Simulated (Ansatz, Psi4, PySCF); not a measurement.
C2H, doublet, at a GFN2-xTB geometry. Base run: PySCF with REVPBE/6-31G**.

Geometry (Å):
```xyz
3

C      0.0000     0.0000    -0.7233
C      0.0000     0.0000     0.4687
H      0.0000     0.0000     1.5277
```
Charge 0, spin multiplicity 2.
Orbitals are unrestricted.
All else is at PySCF's defaults.

The same geometry, method and basis name were run in Ansatz (a quantum-chemistry and plane-wave program) and Psi4 and PySCF, at each program's defaults and at the settings that a row names. The base is PySCF at its defaults. Differences at the defaults can come from grids, fitting, cores and function types together.

```tsv
code and settings	ΔE vs base (µEh)	basis functions	E (Eh)	SCF cycles	dipole (D)
PySCF, defaults (exact integrals, its default grid, spherical functions)	0.0	33	-76.58609	11	0.73
Psi4, defaults (density fitting with its default set, its default grid, Cartesian functions)	-1517	35	-76.58761	11	0.73
Ansatz, defaults (factorised integrals, its default grid, Cartesian functions)	-1511	35	-76.58760	-	-
PySCF, density fitting with def2-universal-jkfit	-20.9	33	-76.58611	11	0.73
PySCF, fine grid	-0.2	33	-76.58609	11	0.73
Psi4, exact integrals, spherical functions, fine grid	-0.2	33	-76.58609	13	0.73
Ansatz, high accuracy, Cartesian functions as the basis file defines them	-1510	35	-76.58760	-	-
```

Open shells are given as the SCF converged; they aren't shown to be the lowest states, and a large step between rows can be another state.
